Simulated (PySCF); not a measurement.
Relaxation of singlet TeCl4

Computed with PBE in PySCF with Te def2-SVP with ECP28, Cl def2-SVP; scalar-relativistic core potentials, no spin–orbit coupling; density-fitted integrals. A (50,194) grid was used.

A hand-made tetrahedral start, of Td symmetry, held to at least that symmetry:

Coordinates in bohr (charge 0 multiplicity 1):
```
Te    0.0000    0.0000    0.0000
Cl    3.6260   -0.0002    2.5639
Cl   -3.6260    0.0000    2.5639
Cl    0.0001    3.6260   -2.5638
Cl   -0.0001   -3.6259   -2.5641
```

Optimiser trace:
| step | E − E(last) (kJ/mol) | largest gradient (Eh/bohr) |
| --- | --- | --- |
| 0 | 44.16 | 0.03216 |
| 1 | 2.51 | 0.00671 |
| 2 | 0.14 | 0.00151 |
| 3 | 0.00 | 0.00010 |
| 4 | 0.00 | 0.00000 |

It ends at Td with Te–Cl 2.474 Å (×4); Cl–Te–Cl 109.5° (×6) (after a last refinement on a finer grid). The frequency run here used a shortcut that can spoil soft modes, so no verdict on minimum or saddle point is given. Other isomers or separated fragments may lie lower.

Final geometry:
```xyz
5
charge 0 multiplicity 1, angstrom
Te    0.0000    0.0000    0.0000
Cl    2.0199   -0.0001    1.4283
Cl   -2.0199    0.0000    1.4283
Cl    0.0000    2.0199   -1.4282
Cl    0.0000   -2.0198   -1.4283
```

The relaxation took of the order of 27 core-seconds on a shared host.
